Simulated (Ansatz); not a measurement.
Reactions of `S[SiH]1[NH][GeH2]1`.

Program: Ansatz. Geometries: PBE0-D4/def2-TZVP. ΔE: electronic, gas phase. CBS: MP2 limit from def2 TZ/QZ plus the TZ coupled-cluster correction, frozen cores. This one scheme is used for every species, atoms too. Functionals use def2-TZVPP. No spin–orbit coupling; open shells (•) take unrestricted orbitals. Spin–orbit coupling would lower the free atoms: a little for S, Si; clearly for Ge. Elements past krypton have def2 core potentials. Bonds to Ge, In are less sure, by a few kJ/mol each and by 10 to 20 or more in all where they break to atoms, as the def2 sets lack core-valence functions. Scalar relativity is left out up to krypton. Each species was taken in one conformer, which may not be the lowest.

```csv
reaction,CCSD(T)/CBS(def2) (eV)
`S[SiH]1[NH][GeH2]1` + H₂ → `[NH]1[SiH2][GeH2]1` + H₂S,0.54
`S[SiH]1[NH][GeH2]1` → Ge• + 5 H• + N• + S• + Si•,27.72
`S[SiH]1[NH][GeH2]1` + `[SiH3][O][InH][O][SiH3]` → `[NH]1[SiH2][GeH2]1` + `[SiH3][O][In]([SH])[O][SiH3]`,-0.10
`S[SiH]1[NH][GeH2]1` + H₂O → `O[SiH]1[NH][GeH2]1` + H₂S,?
```

**Question.** Fill in the missing values. (Estimate.)

**Answer.** The calculation gave: `S[SiH]1[NH][GeH2]1` + H₂O → `O[SiH]1[NH][GeH2]1` + H₂S: -0.33 eV.

Largest T1 diagnostic: 0.015, for `[SiH3][O][InH][O][SiH3]`.
